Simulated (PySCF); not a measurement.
Species: 3-cyanothiophene, C5H3NS.
InChI=1S/C5H3NS/c6-3-5-1-2-7-4-5/h1-2,4H

The closed-shell ground state was solved at several levels (PySCF, density fitting, gas phase, non-relativistic). Isolated species at its GFN2-xTB geometry, gas phase.

```
         level  basis functions  total energy (Eh)  HOMO (eV)  LUMO (eV)  gap (eV)  dipole (D)
PBE0/def2-SVPD              171          -644.5285      -7.69      -1.56      6.13        4.24
 PBE0/pcSseg-1              141          -644.7719      -7.68      -1.53      6.15        4.22
```

Task: What might CAM-B3LYP/def2-SVPD (171 basis functions) give for the same quantities?

Result: Total energy -644.8307 Eh, HOMO -8.89 eV, LUMO -0.47 eV, gap 8.42 eV, dipole 4.29 D.

Task: Over all these levels, which gives the widest orbital gap and which the narrowest?

Result: CAM-B3LYP/def2-SVPD (range-separated hybrid) has the widest, 8.42 eV, and PBE0/def2-SVPD (global hybrid, 25 % exact exchange) the narrowest, 6.13 eV. The two share the basis. From the narrowest to the widest the HOMO moves by -1.20 eV and the LUMO by +1.09 eV.

Task: How far do the dipole and the HOMO energy spread over the levels?

Result: The dipole runs from 4.22 to 4.29 D (mean 4.25 D) and the HOMO from -8.89 to -7.68 eV.
